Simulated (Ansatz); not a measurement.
`[SiH3]N[SiH2]Br` → Br• + 6 H• + N• + 2 Si•  (atomization)

Gas-phase electronic energies from Ansatz, PBE0-D4/def2-TZVP geometries. CBS: MP2 limit from def2 TZ/QZ plus the TZ coupled-cluster correction, frozen cores. This one scheme is used for every species, atoms too. Functionals use def2-TZVPP. Open shells (•) are unrestricted, without spin–orbit coupling. Spin–orbit coupling would lower the free atoms: a little for Si; clearly for Br. For Br outer-core shells are correlated without core-valence functions, so the limit isn't a true one: a few kJ/mol of doubt a bond, and 10 to 20 or more in all where bonds break to atoms. Scalar relativity is left out up to krypton. One conformer a species, not always the lowest.

```json
{"level": "LDA (SPW92)", "ΔE (kcal/mol)": "830.2"}
{"level": "B97M-V", "ΔE (kcal/mol)": "747.3"}
{"level": "r2SCANh-D4", "ΔE (kcal/mol)": "741.5"}
{"level": "r2SCAN0", "ΔE (kcal/mol)": "735.8"}
```

Q: What does CCSD(T)/CBS give? (Estimate.)

A: Ansatz gave: +750.7 kcal/mol. The listed levels differ from it by 79.5, -3.4, -9.2, -14.9 kcal/mol.

Largest T1 diagnostic among the species: 0.012.

At CCSD(T), def2-SVP lies −63.5 kcal/mol from the extrapolated value and def2-TZVPP −24.4 kcal/mol: correlation converges slowly with the basis, and small sets miss more of it in the bonded molecule than in its fragments. The D4 term adds +9.6 kcal/mol with B3LYP and +5.1 kcal/mol with PBE0; it sums over pairs of atoms, weighted by their polarisabilities, and B3LYP, whose exchange is more repulsive, gets the larger term.

B3LYP here is the variant with VWN-RPA as its local correlation; programs differ in this.

For atomizations the MP2-based limit and the directly extrapolated one differ by several kJ/mol either way, and by 10 to 25 for some Ge, Se and Sn compounds, so smaller differences from it don't rank the levels.
